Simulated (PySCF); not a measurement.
O2Si, triplet, at a GFN2-xTB geometry of the parent state; PySCF with CAMB3LYP/6-31G.

Here is a job for PySCF.
```python
from pyscf import gto, scf, dft

mol = gto.M(
    atom='''
O     1.42427737   -0.24577043    0.00533465
Si   -0.01222762    0.33847329    0.01337146
O    -1.40287903   -0.34655783   -0.02873470
''',
    basis='6-31g',
    spin=2,
    verbose=4,
)

mf = dft.ROKS(mol)
mf.xc = 'camb3lyp'
mf.kernel()
```

It wrote (shortened):

```
PySCF version 2.14.0

[INPUT] verbose = 4
[INPUT] num. atoms = 3
[INPUT] num. electrons = 30
[INPUT] charge = 0
[INPUT] spin (= nelec alpha-beta = 2S) = 2
[INPUT] symmetry False subgroup None
[INPUT] Mole.unit = angstrom
[INPUT] Symbol           X                Y                Z      unit          X                Y                Z       unit  Magmom
[INPUT]  1 O      1.424277370000  -0.245770430000   0.005334650000 AA    2.691494154716  -0.464438802217   0.010081027470 Bohr   0.0
[INPUT]  2 Si    -0.012227620000   0.338473290000   0.013371460000 AA   -0.023106852955   0.639621818580   0.025268397286 Bohr   0.0
[INPUT]  3 O     -1.402879030000  -0.346557830000  -0.028734700000 AA   -2.651057152595  -0.654899385024  -0.054300713272 Bohr   0.0

nuclear repulsion = 88.4064705655931
number of shells = 17
number of NR pGTOs = 90
number of NR cGTOs = 31
basis = 6-31g
ecp = {}

******** <class 'pyscf.dft.roks.ROKS'> ********
method = ROKS
initial guess = minao
damping factor = 0
level_shift factor = 0
DIIS = <class 'pyscf.scf.diis.CDIIS'>
diis_start_cycle = 1
diis_space = 8
diis_damp = 0
SCF conv_tol = 1e-09
SCF conv_tol_grad = None
SCF max_cycles = 50
direct_scf = True
direct_scf_tol = 1e-13
num. doubly occ = 14  num. singly occ = 2
XC library pyscf.dft.libxc version 7.1.2
    S. Lehtola, C. Steigemann, M. J. T. Oliveira, and M. A. L. Marques,  SoftwareX 7, 1–5 (2018)
XC functionals = camb3lyp
    T. Yanai, D. P. Tew, and N. C. Handy,  Chem. Phys. Lett. 393, 51 (2004)
radial grids:
    Treutler-Ahlrichs [JCP 102, 346 (1995); DOI:10.1063/1.469408] (M4) radial grids

becke partition: Becke, JCP 88, 2547 (1988); DOI:10.1063/1.454033
pruning grids: <function nwchem_prune>
grids dens level: 3
symmetrized grids: False
atomic radii adjust function: <function treutler_atomic_radii_adjust>
small_rho_cutoff = 0
Set gradient conv threshold to 3.16228e-05
tot grids = 47344
init E= -439.924057869401
  HOMO = -0.211159229665436  LUMO = -0.0397805855944977  gap/eV = 4.66345
cycle= 1 E= -439.493402698714  delta_E= 0.431  |g|= 0.765  |ddm|= 1.65
  HOMO = -0.185470857771252  LUMO = -0.00467910441372998  gap/eV = 4.91959
cycle= 2 E= -439.245013775265  delta_E= 0.248  |g|=  1.3  |ddm|= 1.42
  HOMO = -0.234128159134261  LUMO = -0.0234211416821284  gap/eV = 5.73363
cycle= 3 E= -439.658981631816  delta_E= -0.414  |g|= 0.016  |ddm|= 0.853
  HOMO = -0.217291788134809  LUMO = -0.0132774127880813  gap/eV = 5.55151
cycle= 4 E= -439.65968908456  delta_E= -0.000707  |g|= 0.0091  |ddm|= 0.0588
  HOMO = -0.218663479288797  LUMO = -0.0144388451880471  gap/eV = 5.55724
cycle= 5 E= -439.659951071565  delta_E= -0.000262  |g|= 0.00597  |ddm|= 0.0345
  HOMO = -0.218538501790525  LUMO = -0.014299032967787  gap/eV = 5.55764
cycle= 6 E= -439.660054880775  delta_E= -0.000104  |g|= 0.00831  |ddm|= 0.0243
  HOMO = -0.218523751245922  LUMO = -0.014272528662985  gap/eV = 5.55796
cycle= 7 E= -439.660106916915  delta_E= -5.2e-05  |g|= 0.00317  |ddm|= 0.0122
  HOMO = -0.218838655667946  LUMO = -0.0144689025555971  gap/eV = 5.56118
cycle= 8 E= -439.660154323278  delta_E= -4.74e-05  |g|= 0.000976  |ddm|= 0.0269
  HOMO = -0.218885456518628  LUMO = -0.0144199879819724  gap/eV = 5.56379
cycle= 9 E= -439.660155983759  delta_E= -1.66e-06  |g|= 6.01e-05  |ddm|= 0.00547
  HOMO = -0.218898058452326  LUMO = -0.0144314258059974  gap/eV = 5.56382
cycle= 10 E= -439.660155988219  delta_E= -4.46e-09  |g|= 7.31e-06  |ddm|= 0.000216
  HOMO = -0.218898426690587  LUMO = -0.0144314517034543  gap/eV = 5.56383
cycle= 11 E= -439.660155988542  delta_E= -3.24e-10  |g|= 1.41e-06  |ddm|= 7.91e-05
  HOMO = -0.218898399502715  LUMO = -0.0144315499261347  gap/eV = 5.56383
Extra cycle  E= -439.660155988548  delta_E= -5.57e-12  |g|= 6.2e-07  |ddm|= 4.53e-06
converged SCF energy = -439.660155988548
```
